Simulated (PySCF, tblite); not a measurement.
C6H11NS2Si.
Geometry (GFN2-xTB, Å), atoms numbered from 1 in this order:
```
atom  x, y, z in Å
C1     3.7205    0.4689   -0.1452
S2     2.4501   -0.5593    0.6445
Si3    1.2278   -0.9279   -1.0755
S4    -0.3020   -2.3338   -0.5792
C5    -0.9739   -1.6152    0.9929
N6    -1.5565   -0.3418    0.8049
C7    -0.9558    0.8553    1.0675
C8    -1.7961    1.8566    0.6724
C9    -2.9475    1.2450    0.1314
C10   -2.7659   -0.1047    0.2219
H11    4.4216    0.7542    0.6317
H12    4.2287   -0.1063   -0.9121
H13    3.2593    1.3524   -0.5740
H14    0.6463    0.3350   -1.5101
H15    2.0145   -1.5901   -2.0992
H16   -0.1504   -1.5619    1.7053
H17   -1.7160   -2.3447    1.3203
H18    0.0057    0.8960    1.5407
H19   -1.6181    2.9099    0.7637
H20   -3.8061    1.7463   -0.2697
H21   -3.3953   -0.9168   -0.0839
```

Method used: PBE0/pcSseg-1 in PySCF (dipole) on a GFN2-xTB geometry, gas phase.

Take the most abundant isotopes and a rigid rotor. The values belong to one conformer with, in the numbering `[CH3:1][S:2][SiH2:3][S:4][CH2:5][n:6]1[cH:7][cH:8][cH:9][cH:10]1`, C1–S2–Si3–S4 173°, S2–Si3–S4–C5 49°, Si3–S4–C5–N6 63°, S4–C5–N6–C7 -99°.

(1) What are A, B and C (MHz)?

(2) Classify the top.

(3) What does the inertial defect say?

(4) Give the other two planar moments, Paa and Pbb, and the rms extents of the mass along the axes.

(5) Which lines would a microwave search look for?

(6) Estimate the classical rotational partition function at 100 K, 200 K and 298.15 K.

Results:

(1) Ia = 383.58, Ib = 887.02, Ic = 1101.21 u·Å²; 505379 MHz·u·Å²/I gives A = 1318, B = 569.7, C = 458.9 MHz.

(2) An asymmetric top; Ray's κ = -0.742.

(3) Not planar: Δ = Ic − Ia − Ib = -169.40 u·Å². For a rigid frame Δ = −2 Σ m c², so Σ m c² = 84.70 u·Å² lies off the ab plane: 16.58 from hydrogen and 68.12 from heavier atoms. The atom farthest from that plane is 1.84 Å away.

(4) Paa = Σ m a² = (Ib + Ic − Ia)/2 = 802.32 and Pbb = Σ m b² = (Ia + Ic − Ib)/2 = 298.89 u·Å². With the mass M = 189.01 u, the rms extents √(P/M) along a, b and c are 2.06, 1.26, 0.67 Å.

(5) The dipole components are |μa| = 1.28 D, |μb| = 0.89 D, |μc| = 0.30 D. Intensities carry the squares of the components, which stand as 1.00 : 0.48 : 0.05 (a : b : c). Some lines, for components of 0.1 D or more:

```json
{"type": "c", "branch": "Q", "J(Ka,Kc)": "4(1,4) ← 4(0,4)", "MHz": "385", "lower level (cm⁻¹)": "0.338"}
{"type": "a", "branch": "Q", "J(Ka,Kc)": "3(1,2) ← 3(1,3)", "MHz": "664", "lower level (cm⁻¹)": "0.221"}
{"type": "b", "branch": "Q", "J(Ka,Kc)": "3(1,2) ← 3(0,3)", "MHz": "1184", "lower level (cm⁻¹)": "0.204"}
{"type": "a", "branch": "R", "J(Ka,Kc)": "2(1,2) ← 1(1,1)", "MHz": "1947", "lower level (cm⁻¹)": "0.059"}
{"type": "c", "branch": "Q", "J(Ka,Kc)": "2(2,1) ← 2(1,1)", "MHz": "2243", "lower level (cm⁻¹)": "0.135"}
{"type": "b", "branch": "Q", "J(Ka,Kc)": "2(2,1) ← 2(1,2)", "MHz": "2576", "lower level (cm⁻¹)": "0.124"}
{"type": "a", "branch": "R", "J(Ka,Kc)": "3(1,3) ← 2(1,2)", "MHz": "2913", "lower level (cm⁻¹)": "0.124"}
{"type": "b", "branch": "R", "J(Ka,Kc)": "3(1,3) ← 2(0,2)", "MHz": "3561", "lower level (cm⁻¹)": "0.103"}
{"type": "c", "branch": "Q", "J(Ka,Kc)": "4(3,2) ← 4(2,2)", "MHz": "3888", "lower level (cm⁻¹)": "0.455"}
{"type": "b", "branch": "Q", "J(Ka,Kc)": "4(3,2) ← 4(2,3)", "MHz": "4052", "lower level (cm⁻¹)": "0.450"}
{"type": "a", "branch": "R", "J(Ka,Kc)": "4(2,3) ← 3(2,2)", "MHz": "4106", "lower level (cm⁻¹)": "0.313"}
{"type": "c", "branch": "R", "J(Ka,Kc)": "2(2,1) ← 1(1,1)", "MHz": "4522", "lower level (cm⁻¹)": "0.059"}
{"type": "c", "branch": "Q", "J(Ka,Kc)": "4(4,1) ← 4(3,1)", "MHz": "5598", "lower level (cm⁻¹)": "0.585"}
{"type": "b", "branch": "R", "J(Ka,Kc)": "4(2,3) ← 3(1,2)", "MHz": "6190", "lower level (cm⁻¹)": "0.244"}
{"type": "c", "branch": "R", "J(Ka,Kc)": "4(2,3) ← 3(1,3)", "MHz": "6855", "lower level (cm⁻¹)": "0.221"}
{"type": "c", "branch": "R", "J(Ka,Kc)": "4(4,0) ← 3(3,0)", "MHz": "9738", "lower level (cm⁻¹)": "0.447"}
```

(6) Point group C1, symmetry number σ = 1; q = (√π/σ)·√((kT/h)³/(ABC)), k/h = 20836.6 MHz/K: 287000 at 100 K, 812000 at 200 K, 1480000 at 298.15 K.

Its GFN2-xTB frequencies are all real (lowest 21 cm⁻¹). Constants of a rigid frame at the computed geometry: no zero-point averaging, no centrifugal distortion. A rigid rotor knows nothing of internal rotation, which can split or shift real lines. Quadrupole hyperfine structure (14N) is left out.
